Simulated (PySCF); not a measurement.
C₈H₈.
Z-matrix (Å and degrees, PBE0-D3(BJ)/def2-SVP geometry), rows numbered from 1:
```
C 
C   1  1.3421
C   2  1.4685  1  127.10
C   3  1.3421  2  127.06  1    55.12
C   4  1.4685  3  127.06  2     0.01
C   5  1.3421  4  127.15  3   -55.16
C   6  1.4686  5  127.11  4     0.01
C   7  1.3421  6  127.04  5    55.12
H   1  1.0972  2  117.39  3   175.11
H   2  1.0972  1  117.41  3  -175.12
H   3  1.0972  2  115.35  1  -129.69
H   4  1.0972  3  117.43  2   175.10
H   5  1.0972  4  115.30  3   129.65
H   6  1.0972  5  117.41  4  -175.11
H   7  1.0972  6  115.35  5  -129.68
H   8  1.0972  1  115.34  2   129.67
```

The calculation used PBE0-D3(BJ)/def2-SVP geometry optimisation, gas phase (PySCF).

Take the most abundant isotopes and a rigid rotor. The values belong to one conformer with, in the numbering `[CH:1]1=[CH:2]\[CH:3]=[CH:4]/[CH:5]=[CH:6]\[CH:7]=[CH:8]/1`, C1–C2–C3–C4 55°, C3–C4–C5–C6 -55°, C5–C6–C7–C8 55°, C2–C1–C8–C7 -55°.

**Question.** What are A, B and C (GHz)?

**Answer.** Ia = 187.02, Ib = 187.28, Ic = 331.36 u·Å²; 505379 MHz·u·Å²/I gives 2702, 2698 and 1525 MHz, that is A = 2.7023, B = 2.6985, C = 1.5252 GHz.

**Question.** What kind of rotor is it?

**Answer.** An oblate symmetric top, as the point group D2d requires two equal moments; the computed ones differ by 0.14 % because the geometry is symmetric only within the optimiser's tolerance. Ray's parameter κ = (2B − A − C)/(A − C) = 0.993; −1 is the prolate and +1 the oblate limit.

**Question.** What does the inertial defect say?

**Answer.** Not planar: Δ = Ic − Ia − Ib = -42.94 u·Å². For a rigid frame Δ = −2 Σ m c², so Σ m c² = 21.47 u·Å² lies off the ab plane: 7.36 from hydrogen and 14.11 from heavier atoms. The atom farthest from that plane is 0.96 Å away.

**Question.** Give the other two planar moments, Paa and Pbb, and the rms extents of the mass along the axes.

**Answer.** Paa = Σ m a² = (Ib + Ic − Ia)/2 = 165.81 and Pbb = Σ m b² = (Ia + Ic − Ib)/2 = 165.55 u·Å². With the mass M = 104.06 u, the rms extents √(P/M) along a, b and c are 1.26, 1.26, 0.45 Å.

The point group D2d allows no dipole (computed: 0.00 D), so a rigid rotor has no electric-dipole lines.

PBE0-D3(BJ)/def2-SVP frequencies: not computed here. These are rigid-rotor constants of the computed structure; measured ground-state constants (B0) also hold zero-point vibration.
